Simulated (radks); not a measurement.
Excited configurations of Ru3+: one electron is placed in a higher orbital outside [Kr] 4d4. The ground configuration is [Kr] 4d5. Method: Dirac Kohn-Sham, PBE, spin-unpolarised, spherical densities, finite nucleus; open shells fill j = l - 1/2 first; Fermi nuclear charge, rms radius 4.4809 fm; computed with a radial shooting solver on a logarithmic mesh with Libxc functionals. Excitation = E - E(ground); binding = E(ion) - E, where the ion is the core of charge +4; n* = 4/sqrt(2 binding) in atomic units, and the quantum defect is n - n*.

outer orbital  excitation (eV)  binding (eV)     n*  quantum defect  eigenvalue (eV)  <r> (bohr)
4f5/2                   28.963        15.274  3.775           0.225          -12.296       3.580
5s1/2                    9.341        34.895  2.498           2.502          -30.543       2.474
5d3/2                   25.723        18.514  3.429           1.571          -15.928       3.823
5f5/2                   33.964        10.273  4.603           0.397           -8.804       6.423
6p1/2                   29.055        15.181  3.787           2.213          -13.475       5.314
6d3/2                   32.994        11.242  4.400           1.600           -9.896       6.749
6f5/2                   37.094         7.142  5.521           0.479           -6.278       10.05
7s1/2                   33.451        10.785  4.493           2.507           -9.651       7.743
7p1/2                   34.664         9.572  4.769           2.231           -8.562       8.502
7d3/2                   36.691         7.545  5.371           1.629           -6.729       10.38
7f5/2                   39.015         5.221  6.457           0.543           -4.644       14.40

The Delta-SCF ionisation energy is 44.236 eV (NIST Atomic Spectra Database: 45 eV, theoretical). Self-interaction in the functional shifts the binding energies and quantum defects, so they are the method's values and not measured ones. Spin polarisation and multiplet splitting are left out, so open shells lie too high by an amount that depends on their filling.

Beside tabulated values, note that spin-unpolarised runs miss the spin-polarisation part of the exchange energy of open shells.
